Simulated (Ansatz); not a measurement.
`[F][Mg][F]` + CH₃OH → `C[O][Mg][F]` + H–F at 298.15 K and 1 bar (ligand exchange at a Mg–F bond).

Calculated with Ansatz (gas phase, PBE0-D4/def2-TZVP geometries, no zero-point term in ΔE). CCSD(T)/CBS adds triple-zeta CCSD(T) − MP2 to the extrapolated MP2 energy (def2 sets, frozen cores). This one scheme is used for every species. For Mg outer-core shells are correlated without core-valence functions, which leaves a few kJ/mol of doubt a bond. One conformer a species, not always the lowest.

| species | CCSD(T)/CBS energy (Eh) | H − E (kJ/mol) | S (J/(mol·K)) |
| --- | --- | --- | --- |
| `[F][Mg][F]` | -399.61583 | 23.1 | 247.4 |
| CH₃OH | -115.61712 | 146.3 | 238.2 |
| `C[O][Mg][F]` | -414.81589 | 131.6 | 310.8 |
| H–F | -100.39570 | 33.5 | 173.6 |

H − E and S are ideal-gas, rigid-rotor, harmonic terms from PBE0-D4/def2-TZVP, for one conformer and one mirror image of each species. 1 Eh = 2625.50 kJ/mol, R = 8.31446 J/(mol·K).

Problem. By hand: ΔE, ΔH, ΔS and ΔG.

Solution. ΔE = (-414.81589) + (-100.39570) − (-399.61583) − (-115.61712) = 0.02136 Eh = 56.1 kJ/mol. Δ(H − E) = 131.6 + 33.5 − 23.1 − 146.3 = -4.3, so ΔH = 51.8 kJ/mol. ΔS = 310.8 + 173.6 − 247.4 − 238.2 = -1.2 J/(mol·K). ΔG = 51.8 − 298.15 × (-1.2)/1000 = 52.2 kJ/mol.

Problem. By hand: the equilibrium constant, and the temperature at which ΔG would vanish if ΔH and ΔS stayed fixed.

Solution. log₁₀ K = −ΔG/(RT ln 10) = -9.1. ΔH and −TΔS have one sign here, so there is no such temperature.

The number of gas molecules stays the same, so ΔS is small and ΔH decides. A doubt of 5 kJ/mol in ΔE shifts log₁₀ K by 0.9 here. Other conformers and mirror images would add mixing entropy, several J/(mol·K) or more a flexible species. These are equilibria of isolated gas molecules and say nothing of rates. Largest T1 diagnostic: 0.012 (customary marks: 0.02 for closed shells, 0.045 for open ones).

ΔS is within the doubt of such terms, so its sign, and with it that verdict, could turn.
